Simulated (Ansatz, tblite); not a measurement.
Isomers of Sn$_{4}$H$_{2}$ (singlet), found by a short tight-binding search and relaxed with PBE0-D4/def2-SVP in Ansatz.

In the def2 sets Sn takes a core potential; there is no spin–orbit coupling. The xTB rows come from tblite. HSE06 is defined as in plane-wave codes, on full-range PBE exchange. Correlated methods freeze 16 core orbitals; core or outer-core shells of Sn are correlated, in sets that lack core-valence functions.

Other spin states weren't relaxed.

A:

```xyz
6

Sn   -0.0412    1.2018   -1.5649
Sn    0.9854    1.5396    1.1602
Sn   -2.0247   -0.6364   -0.4319
Sn    0.4991   -1.1461    0.6211
H     1.6405   -2.3020    0.0458
H    -1.0591    1.3431    0.1697
```

B:

```xyz
6

Sn   -0.549    1.083   -1.087
Sn    1.819   -0.510   -1.381
Sn   -1.519    1.562    1.601
Sn    0.843   -0.035    1.376
H     0.614   -1.772   -1.742
H    -1.208   -0.328    1.232
```

C:

```xyz
6

Sn   -2.337   -0.437   -0.890
Sn   -0.498    0.302    1.167
Sn    0.493   -0.400   -1.589
Sn    2.347    0.228    0.560
H     1.444    1.805    0.325
H    -1.449   -1.499    0.426
```

D:

```
atom   x (Å)   y (Å)   z (Å)
 Sn1  -1.213   2.307  -0.919
 Sn2  -1.079   0.315   1.142
 Sn3   1.170   0.710  -0.834
 Sn4   1.412  -1.199   1.369
  H5   0.721  -2.465   0.328
  H6  -1.011   0.332  -1.086
```

Task: Estimate their order by electronic energy at PBE-QIDH/def2-TZVP, counted from the lowest.

Result: D (0.0) < C (0.6) < B (0.8) < A (1.6), in kcal/mol. Gaps under about 2 kJ/mol are ties within the noise of geometry and basis.

Task: Do the other levels pick the same lowest one?

Result: Not GFN2-xTB, HF/def2-SVP, HF/def2-TZVP, LDA (SPW92)/def2-TZVP, PBE-D4/def2-SVP, PBE-D4/def2-TZVP, r2SCAN-D4/def2-TZVP, PBE0-D4/def2-TZVP, HSE06-D4/def2-TZVP, CCSD/def2-SVP. Energies above each level's lowest (kcal/mol):

| level | A | B | C | D |
| --- | --- | --- | --- | --- |
| GFN1-xTB | 10.9 | 0.2 | 3.3 | 0.0 |
| GFN2-xTB | 10.6 | 0.0 | 1.4 | 1.4 |
| HF/def2-SVP | 1.5 | 0.0 | 1.7 | 0.6 |
| HF/def2-TZVP | 1.2 | 0.0 | 1.5 | 0.5 |
| LDA (SPW92)/def2-TZVP | 3.3 | 1.0 | 0.0 | 0.5 |
| PBE-D4/def2-SVP | 3.6 | 0.6 | 0.0 | 0.4 |
| PBE-D4/def2-TZVP | 3.3 | 0.8 | 0.0 | 0.4 |
| r2SCAN-D4/def2-TZVP | 3.0 | 0.3 | 0.0 | 0.1 |
| PBE0-D4/def2-SVP | 2.1 | 0.3 | 0.1 | 0.0 |
| PBE0-D4/def2-TZVP | 1.9 | 0.4 | 0.0 | 0.0 |
| HSE06-D4/def2-TZVP | 2.0 | 0.4 | 0.0 | 0.0 |
| PBE-QIDH/def2-TZVP | 1.6 | 0.8 | 0.6 | 0.0 |
| MP2/def2-SVP | 2.1 | 0.9 | 1.4 | 0.0 |
| MP2/def2-TZVP | 2.4 | 1.4 | 1.0 | 0.0 |
| CCSD/def2-SVP | 1.8 | 0.0 | 0.8 | 0.0 |
| CCSD(T)/def2-SVP | 2.0 | 0.1 | 0.7 | 0.0 |
Point groups (tolerance 0.1 Å): A Cs, B not assigned, C not assigned, D Cs. B and C have the same bonds, so they are conformers or stereoisomers. B and D have the same bonds, so they are conformers or stereoisomers. C and D have the same bonds, so they are conformers or stereoisomers. Lower isomers may exist.
